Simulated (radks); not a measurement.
The numbers below are computed, except where a source is named.
Ionisation of the neon ion Ne2+, [He] 2s2 2p4, to Ne3+, [He] 2s2 2p3, under several functionals. Non-relativistic Kohn-Sham, spin-polarised, spherical densities, point nucleus; open shells are filled with parallel spins first; a radial shooting solver on a logarithmic mesh with Libxc functionals.

functional,E(Ne2+) (hartree),Exc (hartree),IE (eV),-e(HOMO) (eV),<r> HOMO (bohr),IE error (eV)
BP86,-126.63779,-11.31589,63.471,52.148,0.8255,+0.048
MS2 meta-GGA,-126.63772,-11.32268,62.737,51.652,0.8307,-0.686
exchange-only PBE,-126.28003,-10.94405,61.725,50.553,0.8327,-1.698
revPBE,-126.61306,-11.28922,63.164,51.885,0.8281,-0.260
"LDA (Slater exchange, Perdew-Zunger correlation)",-125.88152,-10.52394,63.603,52.280,0.8273,+0.180
TPSS,-126.64751,-11.32942,62.931,51.876,0.8293,-0.492
PBEsol,-126.20458,-10.86311,63.078,51.834,0.8278,-0.345
revTPSS,-126.59828,-11.27518,62.718,51.725,0.8304,-0.705

NIST Atomic Spectra Database: 63.423 eV (measured). Closest: BP86. The Delta-SCF values span 1.88 eV, the total energies 0.77 hartree. The highest occupied level is 2p. Open shells are spherical and high-spin; term and fine-structure splittings are not resolved.
